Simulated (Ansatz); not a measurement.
Reaction (ligand exchange at the Si–C bond): `CC([SiH3])S` + `OC[SiH2]O` → `OC[SiH2]O[SiH3]` + `CCS`

Gas-phase electronic energies from Ansatz, PBE0-D4/def2-TZVP geometries. CCSD(T)/CBS adds triple-zeta CCSD(T) − MP2 to the extrapolated MP2 energy (def2 sets, frozen cores). Functionals use def2-TZVPP. B3LYP here is the variant with VWN-RPA as its local correlation; programs differ in this. One conformer a species, not always the lowest.

```
             level  ΔE (kJ/mol)  difference from CCSD(T)/CBS
            PBE-D4        -98.7                         18.1
         r2SCAN-D4       -113.9                          2.9
           PBE0-D4       -107.6                          9.2
          B3LYP-D4       -120.8                         -4.0
           ωB97X-V       -118.2                         -1.4
           ωB97M-V       -115.9                          0.9
            B2PLYP       -122.6                         -5.8
               PBE       -100.0                         16.8
            r2SCAN       -114.0                          2.8
              PBE0       -108.5                          8.3
             B3LYP       -123.1                         -6.3
     HF/def2-TZVPP       -150.0                        -33.2
    MP2/def2-TZVPP       -117.1                         -0.3
SCS-MP2/def2-TZVPP       -124.0                         -7.2
   CCSD/def2-TZVPP       -123.0                         -6.2
CCSD(T)/def2-TZVPP       -117.7                         -0.9
     HF/def2-QZVPP       -152.0                        -35.2
    MP2/def2-QZVPP       -117.3                         -0.5
SCS-MP2/def2-QZVPP       -124.2                         -7.4
      HF/CBS(def2)       -152.3                        -35.5
     MP2/CBS(def2)       -116.3                          0.5
    CCSD/CBS(def2)       -122.2                         -5.4
       CCSD(T)/CBS       -116.8                            0
```

Largest T1 diagnostic among the species: 0.011.

In def2-TZVPP, CCSD(T) changes the Hartree–Fock value by +32.3 kJ/mol (the triples alone add +5.3 kJ/mol) and MP2 by +32.9 kJ/mol. From PBE to PBE0 (25 % exact exchange), in def2-TZVPP and without D4, ΔE moves by −8.6 kJ/mol.

CCSD(T)/CBS has its own doubt, a few kJ/mol and more with outer-core shells, so smaller differences from it don't rank the levels.
